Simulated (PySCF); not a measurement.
Task: Give a PBE0-D3(BJ)/def2-SVP geometry of `[NH3+][GaH2-][O][SiH3]`.

Result: 
Z-matrix in Å and degrees, rows numbered from 1:
```
N 
Ga  1  2.1194
O   2  1.8327  1   89.22
Si  3  1.6350  2  142.83  1   175.49
H   1  1.0195  2  117.54  3  -176.54
H   1  1.0204  2  107.96  3    60.49
H   1  1.0206  2  107.02  3   -54.25
H   2  1.5750  1  102.49  3  -115.01
H   2  1.5755  1  102.54  3   114.78
H   4  1.4992  3  109.72  2  -171.74
H   4  1.5020  3  112.57  2   -52.16
H   4  1.5015  3  112.49  2    68.78
```

Ga2 (gallium bonded to N, O and 2 H) has angles from 89.2° to 124.6°. The 4 heavy atoms lie in one plane (0.019 Å rms). Si4 (oxygen-bound silicon) is tetrahedral (angles from 107.0° to 112.6°). N1 (nitrogen bonded to Ga and 3 H) is distorted tetrahedral (angles from 106.9° to 117.5°).

Method: PBE0-D3(BJ)/def2-SVP geometry optimisation, gas phase (PySCF).

Point group: near Cs, missed by 0.20 Å at most; the miss may be what the optimiser left on a soft mode. Not checked by PBE0-D3(BJ)/def2-SVP frequencies. The numbers are those of one conformer (N1–Ga2–O3–Si4 175°).

Hardware: Arm Neoverse N1, one thread, shared host. Cost: 2.2 min of wall time, 0.50 GiB resident at most. This is the geometry optimisation.
